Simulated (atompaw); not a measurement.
What one change does to a pseudopotential (zirconium, PAW (atompaw))

| Quantity | Value |
| --- | --- |
| Element | Zr (Z = 40) |
| Generator | atompaw 4.2.0.5 |
| Type | PAW |
| Functional | PBEsol |
| Relativity | scalar-relativistic |
| Frozen core | [Kr] |
| Valence charge | 4 |
| Reference configuration | 4d2 5s1 5p0 (charge +1) |
| Partial waves | 5s (bound): rc 3.00 bohr; 5s channel at -0.4 Ry: rc 3.00 bohr; 5p (bound, empty): rc 3.00 bohr; 5p channel at 4.65 Ry: rc 3.00 bohr; 4d (bound): rc 2.25 bohr; 4d channel at 1.25 Ry: rc 3.00 bohr |
| Local potential | bessel scheme, radius 2.95 bohr |
| Core correction | smooth core density matched at 2.15 bohr |
| Augmentation charge | sinc compensation charge, radius 2.60 bohr; PAW radius 3.00 bohr; waves and projectors: custom rrkj gramschmidtortho |

All-electron outer shells of the reference configuration (PBEsol, scalar-relativistic, ld1.x):

```json
{"shell": "4p", "level (eV)": "-39.12", "outermost node (bohr)": "0.56", "outermost maximum (bohr)": "1.17"}
{"shell": "4d", "level (eV)": "-10.00", "outermost node (bohr)": "0.58", "outermost maximum (bohr)": "1.59"}
{"shell": "5s", "level (eV)": "-9.98", "outermost node (bohr)": "1.46", "outermost maximum (bohr)": "3.00"}
{"shell": "5p", "level (eV)": "-6.25", "outermost node (bohr)": "1.68", "outermost maximum (bohr)": "3.71"}
```

Change: wave 4d (bound): rc 2.25 bohr becomes 4d (bound): rc 1.82 bohr.

Cutoffs: the cutoffs (Ry, on a coarse ladder) from which the occupation-weighted sum of valence levels, in a spherical-Bessel basis at the reference potential, stays within 10 and 1 mRy of its value at 400 Ry; they do not see the model core or the augmentation charge, which bear on the density cutoff.

What does the change do?

The potential gets harder (18 Ry and 21 Ry → 25 Ry and 35 Ry); neither file shows a bound ghost.

```csv
quantity,base,changed
"cutoff, loose",18 Ry,25 Ry
"cutoff, tight",21 Ry,35 Ry
loose cutoff by channel (10 mRy a level),"s 6 Ry, d 18 Ry","s 6 Ry, d 25 Ry"
bound ghosts,none,none
s: phases at 3.02 bohr within 0.05 rad from the reference energy up to (Ry; the scan ends near 5),1.8,1.8
p: phases at 3.02 bohr within 0.05 rad from the reference energy up to (Ry; the scan ends near 5),to the end of the scan,to the end of the scan
d: phases at 3.02 bohr within 0.05 rad from the reference energy up to (Ry; the scan ends near 5),to the end of the scan,to the end of the scan
lowest overlap eigenvalue by channel,"s 0.44, p 1.00, d 0.65","s 0.44, p 1.00, d 0.59"
```

 The cutoffs see the waves, projectors and local potential, not the compensation charge or the core.
